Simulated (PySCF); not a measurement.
**Frontier orbitals and the lowest excitations**

Species: C₃H₁₁NSi₂.
Geometry (GFN2-xTB, Å), atoms numbered from 1 in this order:
```
atom  x, y, z in Å
C1    -3.0368    0.7609    0.1261
N2    -1.6633    0.3228    0.1230
Si3   -0.9072   -0.3971   -1.2425
C4     0.8970   -0.6348   -0.7659
C5     1.5462    0.0256    0.1903
Si6    3.3535   -0.2047    0.6527
H7    -3.1830    1.5418    0.8757
H8    -3.7404   -0.0536    0.3345
H9    -3.2744    1.1704   -0.8529
H10   -1.3737    0.0070    1.0371
H11   -1.4549   -1.7017   -1.6664
H12   -1.0730    0.5602   -2.3429
H13    1.4480   -1.3658   -1.3461
H14    0.9882    0.7631    0.7579
H15    4.0953    1.0306    0.3807
H16    3.4451   -0.5032    2.0867
H17    3.9263   -1.3095   -0.1183
```

Method: PySCF 2.14.0, density-fitted response routines, TDDFT CAM-B3LYP/def2-SVPD, vertical, gas phase, core orbitals frozen in the response.

Kohn–Sham orbitals with the atoms that hold most of them (Löwdin shares over 4%, at most four atoms; ? is withheld):

```csv
orbital,ε (eV),atoms
LUMO+2,1.37,"Si6 20%, C1 17%, Si3 10%, H11 6%"
LUMO+1,1.12,"Si6 26%, Si3 16%, C5 10%, C1 7%"
LUMO,0.31,"C4 30%, C5 29%, Si3 12%, Si6 8%"
HOMO,?,?
HOMO-1,-9.21,?
HOMO-2,-9.55,"C4 24%, C5 22%, Si3 14%, Si6 14%"
HOMO-3,-11.11,"Si6 38%, H17 31%, H16 13%, C5 6%"
```

Question: Which atoms hold the HOMO, and with what shares?

Answer: N2 (bonded to C, Si and H) 57%; C1 (bonded to N and 3 H) 12%; Si3 (bonded to C, N and 2 H) 10%; H11 (bonded to Si) 6%.

Question: Which atoms hold the HOMO-1, and with what shares?

Answer: C5 (bonded to C, Si and H) 34%; C4 (bonded to C, Si and H) 34%; Si6 (bonded to C and 3 H) 7%; Si3 (bonded to C, N and 2 H) 6%. By element: carbon 68% or more, silicon 14%.

Question: What is the HOMO energy, and the HOMO–LUMO gap?

Answer: ε(HOMO) = -8.17 eV; the gap is 8.47 eV (0.3114 hartree).

Question: How does S1 compare with the orbital gap of 8.47 eV?

Answer: S1 is at 5.60 eV (f = 0.0067), 2.87 eV below the gap, made of HOMO→LUMO (92%). Without the coupling terms of the response equations the lowest excitation would equal the gap.

Question: Give energy, strength and leading configuration of S1, S2, S4 and S7, and follow the Löwdin shares of the leading atoms from the occupied to the empty orbital.

Answer: 
- S1 (5.60 eV, f 0.0067), HOMO→LUMO (92%): N2 57% → at most 9%, C1 12% → at most 9%, C4 at most 6% → 30%, C5 at most 6% → 29%
- S2 (5.85 eV, f 0.0000), HOMO-2→LUMO (95%): C4 24% → 30%, C5 22% → 29%
- S4 (6.72 eV, f 0.519), HOMO-1→LUMO (95%): C5 34% → 29%, C4 34% → 30%
- S7 (7.40 eV, f 0.020), HOMO-1→LUMO+1 (78%): C5 34% → 10%, C4 34% → at most 8%, Si6 7% → 26%, Si3 6% → 16%

One conformer stands for the species.
